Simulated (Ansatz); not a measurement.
Molecule: SnCl$_{3}$, net charge 0, doublet state. It need not be the lowest isomer of its formula. 
Coordinates optimised at B3LYP-D3(BJ)/def2-TZVP (Ansatz, an electronic-structure program):
```
Sn
Cl 1 2.3608
Cl 1 2.3608 2 107.63
Cl 1 2.3608 2 107.63 3 115.74
```
Charge 0, spin multiplicity 2.

Basis-set convergence of Hartree-Fock and CCSD correlation energies (hartree) with Ansatz. Valence correlation only, unless marked. Open shells are spin-unrestricted. No spin-orbit coupling. Frozen are the shells of the preceding noble gas and the d and f shells that filled before the atom's block. Past Kr the def2 sets carry scalar-relativistic core potentials.

```json
[
 {"basis": "def2-SVPD", "functions": "113", "E(HF)": "-1591.55949", "E(corr, CCSD)": "-0.53468"},
 {"basis": "def2-TZVPPD", "functions": "209", "E(HF)": "(withheld)", "E(corr, CCSD)": "(withheld)"}
]
```

Task: Complete the blanks.

Result: 
- def2-TZVPPD, E(HF): -1592.02283
- def2-TZVPPD, E(corr, CCSD): -0.69314
